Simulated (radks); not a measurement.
Problem. Coulomb parameter of the 3d shell of the vanadium ion V+ in the model configuration [Ar] 3d3 4s1, as a second difference U = [E(n + 0.5) + E(n - 0.5) - 2 E(n)] / (0.5)^2 with all orbitals relaxed. "Bare": the charge of the atom changes with n. "Screened": the 4s shell takes up the change at fixed total charge, which measures U(3d,3d) + U(4s,4s) - 2 U(3d,4s). All-electron calculation, Dirac Kohn-Sham, BLYP, spin-unpolarised, spherical densities, finite nucleus; open shells are shared between the two j in proportion to 2j + 1; Fermi nuclear charge, rms radius 3.6002 fm. Program: a radial shooting solver on a logarithmic mesh with Libxc functionals. Estimate both.

Solution. U(bare) = 12.322 eV, U(screened by 4s) = 2.757 eV.
